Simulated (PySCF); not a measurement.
Excitations are Tamm–Dancoff values on a coarser integration grid. The basis has no diffuse functions, so Rydberg states are missing or too high.

Cartesian coordinates (Å):
SMILES: [CH3][AlH2]
```xyz
7

C     -0.8950     0.0059    -0.0192
Al     1.0548    -0.0300     0.0054
H     -1.2687     0.7669    -0.7119
H     -1.3405    -0.9534    -0.2917
H     -1.2796     0.2806     0.9701
H      1.8694     1.3234     0.1911
H      1.8597    -1.3933    -0.1439
```
Charge 0, multiplicity 1.

Problem. Predict the brightest of the four lowest singlets (TDA), HOMO–LUMO gap and total energy from PBE0-D4/def2-TZVP in PySCF.

Solution. 
```yaml
brightest of the four lowest singlets (TDA): 7.59 eV
HOMO–LUMO gap: 6.79 eV
total_energy: -283.3770 Ha
```
